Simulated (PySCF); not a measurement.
## SMILES C(OC)(F)=C=CF, C$_{4}$H$_{4}$F$_{2}$O

Geometry:
```
atom   x (Å)   y (Å)   z (Å)
  C1  -1.621  -0.603  -0.152
  O2  -1.230   0.087   1.013
  C3   0.038   0.465   1.080
  F4   0.240   1.108   2.212
  C5   0.993   0.258   0.197
  C6   1.944   0.042  -0.670
  F7   2.226   0.866  -1.682
  H8  -2.690  -0.820  -0.043
  H9  -1.056  -1.544  -0.259
 H10  -1.451   0.015  -1.049
 H11   2.611  -0.830  -0.671
```

The calculation used quadratic response CAM-B3LYP/def2-TZVPD first hyperpolarisability, Taylor convention, gas phase (PySCF 2.14.0). Geometry: PBE0-D3(BJ)/def2-SVP.

Problem. Give β for the processes computed.

Solution. In 10⁻³⁰ esu, Taylor convention; the vector part is βᵢ = ⅓ Σⱼ (βᵢⱼⱼ + βⱼᵢⱼ + βⱼⱼᵢ); β∥ is 3/5 of the vector part along the dipole, the dipole points from − to +:
| process | λ (nm) | β vector norm | β∥ | β HRS | depolarisation ratio |
| --- | --- | --- | --- | --- | --- |
| static β(0;0,0) | ∞ | 1.45 | -0.34 | 0.55 | 7.39 |
| second harmonic β(−2ω;ω,ω) | 1907 | 1.51 | -0.34 | 0.57 | 7.35 |
| Pockels β(−ω;ω,0) | 1907 | 1.47 | -0.34 | – | – |
| second harmonic β(−2ω;ω,ω) | 1064 | 1.67 | -0.34 | 0.63 | 7.25 |
| Pockels β(−ω;ω,0) | 1064 | 1.52 | -0.34 | – | – |

Problem. Which lowest excitations, dipole and polarisabilities go with it?

Solution. S1 5.00 eV (f = 0.000); S2 6.28 eV (f = 0.002); S3 6.46 eV (f = 0.058); dipole 2.62 D; isotropic α 59.0 au static, 59.2 au at 1907 nm, 59.6 au at 1064 nm, 59.7 au at 953.5 nm, 61.5 au at 532 nm.
